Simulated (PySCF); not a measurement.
```xyz
3
charge 0 multiplicity 2, angstrom
Cu    0.0000    0.0000   -1.0060
S     1.0382    0.0000    0.9900
S    -1.0382    0.0000    0.9900
```

Level of theory: UPBE0 in PySCF with Cu def2-SVP, S def2-SVP; no relativity; density-fitted integrals.

This geometry of CuS₂ is a stationary point at this level.

What is the point group?

C2v.

Is it a minimum?

Yes: all harmonic wavenumbers are real.

List the harmonic modes with their infrared intensities.


```
symmetry  ω (cm⁻¹)  IR (km/mol)
      b2       175          1.0
      a1       272         12.8
      a1       549          0.5
```

What is the atomisation energy, with and without zero-point energy?

594 kJ/mol without, 588 kJ/mol with.

In C2v the vibrations span b2 + 2a1. Here b1 is antisymmetric to the molecular plane and b2 lies in it.

Only a few start shapes were tried, so a lower isomer may exist. With open d or f shells other occupations or spin states may lie lower.
